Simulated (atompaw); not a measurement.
# Cutoff test, lead (Pb), PAW (atompaw)

* Element: Pb
* Generator: atompaw 4.2.0.5
* Type: PAW
* Functional: PBE
* Relativity: scalar-relativistic
* Frozen core: [Xe] 4f14
* Valence charge: 14
* Reference configuration: 5d10 6s2 6p2
* Partial waves: 6s (bound): rc 2.20 bohr; 6s channel at 0.1 Ry: rc 2.20 bohr; 6p (bound): rc 2.20 bohr; 6p channel at 1 Ry: rc 2.20 bohr; 5d (bound): rc 2.20 bohr; 5d channel at 0.35 Ry: rc 1.75 bohr
* Local potential: troulliermartins scheme with l = 3 at -0.5 Ry, radius 1.95 bohr
* Core correction: smooth core density matched at 1.65 bohr
* Augmentation charge: sinc compensation charge, radius 1.95 bohr; PAW radius 2.20 bohr; waves and projectors: custom rrkj gramschmidtortho

The pseudo-atom Hamiltonian at the reference potential is diagonalised in spherical Bessel functions j_l(qr) that vanish at 20 bohr, with q² up to the cutoff. All-electron valence levels (Ry): 6s -0.8849, 6p -0.2571, 5d -1.5565.

How do the lowest levels (Ry) of each channel move with the cutoff, and are there ghosts?

| cutoff (Ry) | s #1 | s #2 | p #1 | p #2 | p #3 | d #1 | d #2 | f #1 | f #2 | Σ f·Δε (mRy) |
| --- | --- | --- | --- | --- | --- | --- | --- | --- | --- | --- |
| 8 | -0.8847 | -0.0420 | -0.2554 | 0.0217 | 0.1272 | -1.1547 | 0.0472 | 0.1025 | 0.2209 | 4021.8 |
| 12 | -0.8850 | -0.0420 | -0.2569 | 0.0215 | 0.1270 | -1.4651 | 0.0459 | 0.1025 | 0.2208 | 914.4 |
| 18 | -2.3860 | -0.8849 | -0.2570 | 0.0215 | 0.1269 | -1.5508 | 0.0453 | 0.1025 | 0.2208 | 57.6 |
| 30 | -3.7481 | -0.8850 | -0.4062 | -0.2571 | 0.0215 | -1.5561 | 0.0449 | 0.1025 | 0.2208 | 4.3 |
| 40 | -3.8605 | -0.8850 | -0.5537 | -0.2571 | 0.0215 | -1.5564 | 0.0447 | 0.1025 | 0.2208 | 0.7 |
| 50 | -3.8638 | -0.8850 | -0.5749 | -0.2571 | 0.0215 | -1.5565 | 0.0447 | 0.1025 | 0.2208 | 0.4 |
| 400 | -3.8660 | -0.8850 | -0.5768 | -0.2571 | 0.0215 | -1.5565 | 0.0447 | 0.1025 | 0.2208 | 0.0 |

Result: ghost states, extra bound levels that the all-electron valence spectrum of the same l lacks: s at -52.6 eV, p at -7.8 eV (a true bound ghost makes a file unfit for plane-wave use); 10 mRy is reached at 25 Ry and 1 mRy at 40 Ry.
